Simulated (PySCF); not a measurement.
## Se(2+): ionisation energy

Se(2+) [Ar] 3d10 4s2 4p2 (3P) → Se(3+) [Ar] 3d10 4s2 4p1 (2P), as a difference of total energies. Calculation: PySCF 2.14, in aug-cc-pVQZ-PP with ECP10MDF (7s6p5d3f2g, 89 functions); scalar relativity through the core potential. Correlated levels: valence: 3s2 3p6 3d10 frozen. The calculations carry no spin-orbit coupling.

Task: Order these methods by the ionisation energy they give, lowest first.
A. SCS-MP2 (valence)
B. CCSD(T) (valence)
C. UHF
D. MP2 (valence)

Result: C (30.996 eV), A (31.356 eV), D (31.433 eV), B (31.485 eV).

The reference lies between the lowest fine-structure levels, while these numbers refer to the centres of the terms.

Errors of the correlated levels include the incompleteness of this basis and the frozen core.

For comparison: 31.697 ± 0.019 eV (measured; NIST Atomic Spectra Database, ionization energies).
